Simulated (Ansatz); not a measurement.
Reaction (formal exchange of groups at a B–S bond): `CB(S)O[SiH3]` + CH₄ → `CB(C)O[SiH3]` + H₂S

Computed with Ansatz on PBE0-D4/def2-TZVP structures; ΔE is electronic, products minus reactants. CCSD(T)/CBS is the MP2 limit (def2-TZVPP, def2-QZVPP) plus CCSD(T) − MP2 in def2-TZVPP, frozen cores. This one scheme is used for every species. DFT in def2-TZVPP. HSE06 is defined as in plane-wave codes. Each species was taken in one conformer, which may not be the lowest.

```tsv
level	ΔE (kJ/mol)
B97M-V	78.7
PBE0-D4	78.2
CAM-B3LYP-D4	73.8
PBE	79.1
revPBE	79.0
r2SCAN	79.7
HSE06	77.2
RPA@PBE/def2-TZVPP	70.6
```

What does CCSD(T)/CBS give? (An estimate is asked.)

Ansatz gave: +75.0 kJ/mol. The listed levels differ from it by 3.7, 3.2, -1.2, 4.1, 4.0, 4.7, 2.2, -4.4 kJ/mol.

Largest T1 diagnostic among the species: 0.012.

In def2-TZVPP, CCSD(T) changes the Hartree–Fock value by +3.2 kJ/mol (the triples alone add +2.8 kJ/mol) and MP2 by +8.4 kJ/mol. Leaving LDA and LC-ωPBE aside and taking each functional with its dispersion term where it has one, the values, not all of them listed here, spread over 8.3 kJ/mol, from ωB97M-V to revPBE-D4. From BLYP to BHLYP (50 % exact exchange), in def2-TZVPP and without D4, ΔE moves by −3.3 kJ/mol.
